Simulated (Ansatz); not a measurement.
`O=CB(F)F` and `CCB(F)F` differ in one atom or group.

Ansatz, PBE0-D4/def2-TZVP geometries, multiplicity 1. Each molecule was computed in one conformer, which needn't be the lowest.

```csv
property,`O=CB(F)F`
HOMO energy (PBE0/def2-TZVPP) / eV,-7.86
HOMO energy (ωB97M-V/def2-TZVPP) / eV,-10.25
HOMO–LUMO gap (PBE0/def2-TZVPP) / eV,5.08
HOMO–LUMO gap (PBE/def2-TZVPP) / eV,2.33
HOMO energy (B3LYP/def2-TZVPP) / eV,-7.64
HOMO–LUMO gap (B3LYP/def2-TZVPP) / eV,4.59
```

(1) What does the change do to each property? (Best estimate.)

Results:

(1) Computed: 
| property | `CCB(F)F` | shift |
| --- | --- | --- |
| HOMO energy (PBE0/def2-TZVPP) / eV | -9.43 | -1.57 |
| HOMO energy (ωB97M-V/def2-TZVPP) / eV | -11.76 | -1.51 |
| HOMO–LUMO gap (PBE0/def2-TZVPP) / eV | 9.82 | 4.74 |
| HOMO–LUMO gap (PBE/def2-TZVPP) / eV | 7.23 | 4.90 |
| HOMO energy (B3LYP/def2-TZVPP) / eV | -9.23 | -1.59 |
| HOMO–LUMO gap (B3LYP/def2-TZVPP) / eV | 9.32 | 4.73 |

With PBE0 the HOMO falls by 1.57 eV and the LUMO rises by 3.17 eV, so the gap widens by about 4.74 eV. PBE moves the HOMO by -1.72 eV and ωB97M-V by -1.51 eV. The zero-point energy changes by 123.1 kJ/mol with +12 modes.

B3LYP here is the variant with VWN-RPA as its local correlation; programs differ in this.
